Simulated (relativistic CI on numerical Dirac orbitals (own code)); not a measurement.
## Level scheme of Tc⁶⁺

Calculated at this level of theory: Dirac-Coulomb-Breit CI, orbitals from a KLI potential per configuration, model QED (radiative potential, 1s self-energy scaled to tabulated hydrogen-like ionisation energies), unscaled Slater integrals (own radial code, finite nucleus).

Configurations in the expansion (outside the closed core [Ar] 3d10): 4s²4p⁶4d, 4s²4p⁶5s, 4s²4p⁶4f, 4s²4p⁵4d², 4s²4p⁶5p, 4s²4p⁶5d, 4s4p⁶4d², 4s²4p⁶6s, 4s²4p⁵4d4f, 4s²4p⁶6p, 4s²4p⁶5f, 4s²4p⁶6d, 4s²4p⁶5g, 4s²4p⁶7s, 4s²4p⁶7p, 4s²4p⁵4d5s, 4s²4p⁶6f, 4s²4p⁶8s, 4s4p⁶4d4f, 4s²4p⁵4d5p, 4s²4p⁵4d5d, 4s²4p⁵4d6s, 4s²4p⁵4d6p, 4s²4p⁵4d5f, 4p⁶4d³, 4p⁵4d⁴. Double excitations out of closed p, d and f shells are left out; levels of such configurations are missing from the list, as are those of other unlisted configurations, and high levels can miss mixing partners. These lack a partner that the ground configuration has and come out too high: 4s²4p⁵4d4f, 4s²4p⁵4d5s, 4s²4p⁵4d5p, 4s²4p⁵4d5d, 4s²4p⁵4d6s.

The lowest level is 4s²4p⁶4d ²D3/2, with 99 % of that term; Hund's rules for 4s²4p⁶4d give ²D with J = 3/2, in agreement.

| No. | Configuration | Term | J | E (cm⁻¹) | % | Next component (%) | jj configuration (%) |
| --- | --- | --- | --- | --- | --- | --- | --- |
| 1 | 4s²4p⁶4d | ²D | 3/2 | 0 | 99 | 1 4s²4p⁵4d4f ²D | 4d3/2 (99) |
| 2 | 4s²4p⁶4d | ²D | 5/2 | 3288 | 99 | 1 4s²4p⁵4d4f ²D | 4d5/2 (99) |
| 3 | 4s²4p⁶5s | ²S | 1/2 | 170978 | 99 | 1 4s²4p⁵4d5p ²S | 5s (99) |
| 4 | 4s²4p⁶5p | ²P° | 1/2 | 243667 | 99 | 1 4s²4p⁵4d5s ²P° | 5p1/2 (99) |
| 5 | 4s²4p⁶5p | ²P° | 3/2 | 249954 | 99 | 1 4s²4p⁵4d5s ²P° | 5p3/2 (99) |
| 6 | 4s²4p⁶4f | ²F° | 5/2 | 316807 | 71 | 27 4s²4p⁵4d² ²F° | 4f5/2 (71) |
| 7 | 4p⁵4d²(3F) | ⁴D° | 1/2 | 317432 | 99 | 1 ²P° | 4p3/2^3 4d3/2^2 (60) |
| 8 | 4s²4p⁶4f | ²F° | 7/2 | 317616 | 72 | 26 4s²4p⁵4d² ²F° | 4f7/2 (72) |
| 9 | 4p⁵4d²(3F) | ⁴D° | 3/2 | 318616 | 95 | 3 ⁴F° | 4p3/2^3 4d3/2^2 (45) |
| 10 | 4p⁵4d²(3F) | ⁴D° | 5/2 | 320637 | 89 | 6 ⁴F° | 4p3/2^3 4d3/2 4d5/2 (71) |
| 11 | 4p⁵4d²(3F) | ⁴D° | 7/2 | 324014 | 90 | 7 ⁴F° | 4p3/2^3 4d3/2 4d5/2 (45) |
| 12 | 4p⁵4d²(3F) | ⁴G° | 11/2 | 332179 | 99 |  | 4p3/2^3 4d5/2^2 (75) |
| 13 | 4p⁵4d²(3F) | ⁴G° | 9/2 | 333359 | 84 | 12 ⁴F° | 4p3/2^3 4d3/2 4d5/2 (90) |
| 14 | 4p⁵4d²(3P) | ⁴P° | 5/2 | 335414 | 87 | 4 ⁴F° | 4p3/2^3 4d3/2 4d5/2 (47) |
| 15 | 4p⁵4d²(3F) | ⁴G° | 7/2 | 335883 | 72 | 16 ⁴F° | 4p3/2^3 4d3/2^2 (50) |
| 16 | 4p⁵4d²(3F) | ⁴G° | 5/2 | 338662 | 49 | 21 ⁴F° | 4p3/2^3 4d3/2^2 (46) |
| 17 | 4p⁵4d²(3P) | ⁴P° | 3/2 | 339797 | 86 | 5 ²P° | 4p3/2^3 4d3/2 4d5/2 (43) |
| 18 | 4p⁵4d²(3F) | ⁴F° | 3/2 | 343732 | 44 | 43 ²D° | 4p3/2^3 4d3/2^2 (56) |
| 19 | 4p⁵4d²(3P) | ⁴P° | 1/2 | 343951 | 89 | 5 ²S° | 4p3/2^3 4d3/2 4d5/2 (63) |
| 20 | 4p⁵4d²(1D) | ²D° | 5/2 | 346461 | 68 | 14 ²F° | 4p3/2^3 4d5/2^2 (64) |
| 21 | 4p⁵4d²(3F) | ⁴F° | 9/2 | 348209 | 77 | 16 ²G° | 4p3/2^3 4d5/2^2 (72) |
| 22 | 4p⁵4d²(3F) | ⁴F° | 7/2 | 349632 | 49 | 29 ²G° | 4p3/2^3 4d3/2 4d5/2 (73) |
| 23 | 4p⁵4d²(3F) | ⁴F° | 3/2 | 353749 | 44 | 31 ²P° | 4p3/2^3 4d3/2 4d5/2 (50) |
| 24 | 4p⁵4d²(3F) | ⁴F° | 5/2 | 355470 | 52 | 20 ²D° | 4p3/2^3 4d3/2 4d5/2 (45) |
| 25 | 4p⁵4d²(1G) | ²H° | 11/2 | 355505 | 99 |  | 4p3/2^3 4d3/2 4d5/2 (75) |
| 26 | 4p⁵4d²(3F) | ²F° | 7/2 | 356393 | 58 | 21 ⁴D° | 4p3/2^3 4d3/2 4d5/2 (64) |
| 27 | 4p⁵4d²(1D) | ²P° | 1/2 | 356838 | 93 | 5 ⁴P° | 4p3/2^3 4d5/2^2 (75) |
| 28 | 4p⁵4d²(3F) | ²F° | 5/2 | 357445 | 56 | 34 ⁴G° | 4p1/2 4p3/2^4 4d3/2^2 (52) |
| 29 | 4s²4p⁶5d | ²D | 3/2 | 361902 | 99 | 1 4s²4p⁵4d5p ²D | 5d3/2 (99) |
| 30 | 4s²4p⁶5d | ²D | 5/2 | 362970 | 99 | 1 4s²4p⁵4d5p ²D | 5d5/2 (99) |

Energies count from the lowest computed level; ° marks odd parity. Percentages are summed over parent terms; the parents shown are those of the largest component, closed shells are left out there. Filled j subshells are mostly left out of the jj labels.

The mean weight of the leading LS term, summed over parents, in these 30 levels is 81 %, and that of the leading jj configuration (from the same eigenvectors) 70 %, so LS coupling describes them better.

At this charge configurations can still be misplaced by up to about 7 % of their energy.

LS names give the leading component of a level, which can be under half, so a name can repeat, a term be missing and a line seem to break the LS rules.
